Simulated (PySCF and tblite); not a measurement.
The numbers below are computed, except where a source is named.
3 regioisomers of C₅HN₃O:

| isomer | SMILES |
| --- | --- |
| A | [N:1]#[C:2][c:3]1[cH:4][n:5][o:6][c:7]1[C:8]#[N:9] |
| B | [N:1]#[C:2][c:3]1[cH:4][c:5]([C:6]#[N:7])[o:8][n:9]1 |
| C | [N:1]#[C:2][c:3]1[cH:4][o:5][n:6][c:7]1[C:8]#[N:9] |

Protocol: conformer search, at most 6 conformers an isomer, GFN2-xTB geometries, energies B3LYP/pcSseg-1 (IEF-PCM, methanol) (D3(BJ) added where defined), GIAO shieldings B3LYP/pcSseg-1 (IEF-PCM, methanol), weights at 298.15 K with GFN2-xTB thermal terms. Programs: PySCF with density fitting and tblite.

**Question.** What shifts does each isomer give (ppm)?

**Answer.** 
A: ¹H (against TMS): 8.92 (H4, 1H). ¹³C (against TMS): 161.2 (C4), 160.2 (C7), 116.5 (C2), 114.3 (C3), 114.2 (C8).

B: ¹H (against TMS): 7.95 (H4, 1H). ¹³C (against TMS): 155.5 (C5), 147.4 (C3), 137.1 (C4), 116.8 (C2), 115.0 (C6).

C: ¹H (against TMS): 9.43 (H4, 1H). ¹³C (against TMS): 181.6 (C4), 147.4 (C7), 116.2 (C2), 115.8 (C8), 107.7 (C3).

Shifts are unscaled: against experiment ¹³C can be off by 15 ppm or more and ¹H by 0.8 ppm.
